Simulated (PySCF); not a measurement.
Radial density of Pt⁶³⁺ (platinum, charge +63)

TPSSh, [Ne] 3s2 3p3, high-spin 4S determinant. Computed with PySCF 2.14 in an uncontracted even-tempered set (16 s from 18 bohr⁻², ratio 2.5; 10 p from 24 bohr⁻², ratio 2.5; 4 d from 92 bohr⁻², ratio 2.7; 4 f from 140 bohr⁻², ratio 2.7), with no relativity, point nucleus.

```
r (bohr)  4πr²ρ (e/bohr)  4πr²(ρα − ρβ)
0.000313          0.3997         0.0000
0.000526           1.094         0.0001
0.000885           2.926         0.0002
 0.00149           7.535         0.0008
 0.00251           18.19         0.0038
 0.00421           39.45         0.0226
 0.00709           71.53         0.1359
  0.0119           97.44         0.7286
  0.0201           92.58         2.9820
  0.0337           93.07         7.2588
  0.0567           121.4         5.1380
  0.0954           60.83         1.4755
   0.161           38.77        21.0400
   0.270           10.98         6.0308
   0.454          0.1225         0.0513
```

A non-relativistic calculation at this Z misses sizeable relativistic shifts. Spin-orbit coupling, which splits the p, d and f shells strongly at this Z, is absent. Spin-orbit coupling is strong in this species (close to jj coupling), so the high-spin LS determinant is a model state, not a physical level.
